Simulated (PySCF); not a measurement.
Correlation energy of N²⁺ (nitrogen, charge +2)

[He] 2s2 2p1, 2P determinant. Calculation: PySCF 2.14, in def2-TZVP (5s3p2d1f, 31 functions); the non-relativistic Hamiltonian (point nucleus). Frozen: 1s2; 3 electrons correlated.

MP2 pair energies summed by pair of shells (mhartree):

```json
{"pair": "2s-2s", "energy": "-32.68", "share (%)": "59.0"}
{"pair": "2s-2p", "energy": "-22.74", "share (%)": "41.0"}
```

Total MP2 correlation energy: -55.42 mhartree.

Same-spin part -3.44 and opposite-spin part -51.98 mhartree; SCS-MP2 scales them by 1/3 and 6/5 to -63.52 mhartree.

```
  level  correlation energy (mhartree)
   CCSD                         -82.33
    (T)                          -1.02
CCSD(T)                         -83.35
```

Diagnostics: T1 = 0.0068, D1 = 0.0132, largest double amplitude 0.137.

Is a single reference adequate?

Mostly. T1 lies below 0.03, but a double amplitude of this size points to a near-degeneracy that CCSD handles and MP2 describes poorly.
